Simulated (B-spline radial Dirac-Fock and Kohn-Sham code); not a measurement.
## Energy-loss ionisation edge N1 (4s) of In

System: atomic indium, configuration [Kr] 4d10 5s2 5p1. Calculated with a radial atomic solver, using the first Born approximation with generalised oscillator strengths from a Dirac-Hartree-Slater potential (longitudinal and transverse terms; continuum final states only, so no white lines or fine structure). The edge is taken at 122.9 eV (tabulated value).

Partial cross sections σ(β, Δ) in barn, integrated over a window Δ above the edge and up to the collection semi-angle β, for parallel illumination:

| E₀ (kV) | β (mrad) | Δ = 25 eV | Δ = 50 eV | Δ = 100 eV | Δ = 200 eV | Δ = 300 eV |
| --- | --- | --- | --- | --- | --- | --- |
| 60 | 10 | 1490 | 2630 | 4180 | 5700 | 6340 |
| 60 | 20 | 2010 | 3620 | 5740 | 7960 | 8970 |
| 60 | 50 | 3770 | 7560 | 11500 | 15000 | 16800 |
| 80 | 5 | 964 | 1690 | 2650 | 3540 | 3890 |
| 80 | 100 | 3420 | 7270 | 11700 | 16100 | 18600 |
| 100 | 10 | 1210 | 2160 | 3460 | 4800 | 5390 |
| 100 | 50 | 2850 | 5910 | 9300 | 12400 | 14000 |
| 120 | 5 | 861 | 1520 | 2420 | 3290 | 3650 |
| 120 | 10 | 1130 | 2020 | 3240 | 4510 | 5080 |
| 120 | 20 | ? | ? | ? | ? | ? |
| 200 | 5 | 755 | 1340 | 2160 | 2990 | 3350 |
| 200 | 20 | 1470 | 2800 | 4250 | 5710 | 6420 |
| 300 | 10 | 916 | 1670 | 2640 | 3680 | 4180 |
| 300 | 20 | 1400 | 2780 | 4260 | 5660 | 6350 |

Question: Give the row for 120 kV and 20 mrad.

Answer: 1600 b for 25 eV, 2940 b for 50 eV, 4550 b for 100 eV, 6240 b for 200 eV, 7050 b for 300 eV.
